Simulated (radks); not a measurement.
Problem. The copper ion Cu11+ is in [Ar]. Calculated with a radial shooting solver on a logarithmic mesh with Libxc functionals: Dirac Kohn-Sham, PBE, spin-unpolarised, spherical densities, finite nucleus; Fermi nuclear charge, rms radius of each element as measured or else 0.836 A^(1/3) + 0.57 fm. Sub-shells are occupied by j as written (lower j first in brackets). One electron is removed from 3p3/2, 3s1/2, 3p1/2, 2p3/2 in turn, with full relaxation. Which removal costs least, and what does each cost?

Solution. 3p3/2 367.68 eV; 3p1/2 371.45 eV; 3s1/2 413.61 eV; 2p3/2 1286.4 eV. The 3p3/2 electron leaves first.
